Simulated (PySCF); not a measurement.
C2H8FNSi2, SMILES C=C[SiH2][Si@H](N)F.

Coordinates come from a B3LYP-D3(BJ)/def2-SVP optimisation. The structure was generated by enumeration; whether it is a known compound was not checked. One conformer was computed; it need not be the lowest.

Two levels are set side by side: PBE/def2-TZVP (PySCF) and HF/def2-TZVP (PySCF). Same geometry, gas phase. Differences are taken from unrounded values.

```tsv
quantity	HF
orbital gap (eV)	12.78
highest occupied level (eV)	-9.97
lowest empty level (eV)	2.81
dipole moment (D)	1.15
mean polarisability (bohr³)	79.5
```

Task: What does PBE give, and how far is it from HF? (An estimate is asked for; the answer gives what the named calculation found.)

Result: 
```json
[
 {"quantity": "orbital gap (eV)", "PBE": "4.82", "PBE minus HF": "-7.96"},
 {"quantity": "highest occupied level (eV)", "PBE": "-6.38", "PBE minus HF": "3.59"},
 {"quantity": "lowest empty level (eV)", "PBE": "-1.56", "PBE minus HF": "-4.36"},
 {"quantity": "dipole moment (D)", "PBE": "1.17", "PBE minus HF": "0.02"},
 {"quantity": "mean polarisability (bohr³)", "PBE": "89.5", "PBE minus HF": "10.0"}
]
```

Without exact exchange PBE keeps part of each electron's self-repulsion, which lifts occupied levels and narrows the gap. Loosely held outer electrons make PBE densities more polarisable. Differences between two approximate levels are no errors against the true value.

Rough cost on one machine, each run with all the roots and properties that it gave: HF against PBE about 1/2.
